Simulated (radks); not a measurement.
Species: the zinc ion Zn+. Configuration: [Ar] 3d10 4s1 (the NIST ground configuration).

Calculated with a radial shooting solver on a logarithmic mesh with Libxc functionals: Dirac Kohn-Sham, LDA (Slater exchange, Perdew-Wang correlation), spin-unpolarised, spherical densities, point nucleus.

Energy parts (Ry):
| part | energy |
|---|---|
| total | -3586.02234 |
| kinetic | 3651.19236 |
| electron-nucleus | -8636.79994 |
| Hartree | 1536.78732 |
| exchange-correlation | -137.20209 |

Orbitals (lengths in bohr, moments of r in powers of bohr; r(max) is where P^2 peaks):
| orbital | occ. | eigenvalue (Ry) | r(max) | <1/r> | <r^2> | <r> |
|---|---|---|---|---|---|---|
| 1s1/2 | 2 | -699.2985 | 0.03296 | 30.18 | 0.003414 | 0.05038 |
| 2s1/2 | 2 | -85.65134 | 0.1897 | 6.608 | 0.06053 | 0.2264 |
| 2p1/2 | 2 | -75.60619 | 0.1502 | 6.574 | 0.04726 | 0.1961 |
| 2p3/2 | 4 | -73.85530 | 0.1530 | 6.416 | 0.04879 | 0.1995 |
| 3s1/2 | 2 | -10.16793 | 0.5888 | 2.094 | 0.5390 | 0.6825 |
| 3p1/2 | 2 | -6.98770 | 0.5867 | 1.963 | 0.5915 | 0.7070 |
| 3p3/2 | 4 | -6.76177 | 0.5951 | 1.924 | 0.6101 | 0.7180 |
| 3d3/2 | 4 | -1.49472 | 0.5622 | 1.527 | 1.067 | 0.8929 |
| 3d5/2 | 6 | -1.46820 | 0.5652 | 1.515 | 1.086 | 0.9006 |
| 4s1/2 | 1 | -1.05400 | 1.977 | 0.5463 | 6.505 | 2.378 |

The highest occupied level is 4s1/2 at -14.340 eV. The density falls to 0.001 e/bohr^3 at r = 3.62 bohr. Summed over all electrons, <r^2> = 22.41 bohr^2, which gives a Langevin (diamagnetic) susceptibility term of -17.7 x 10^-6 cm^3/mol.
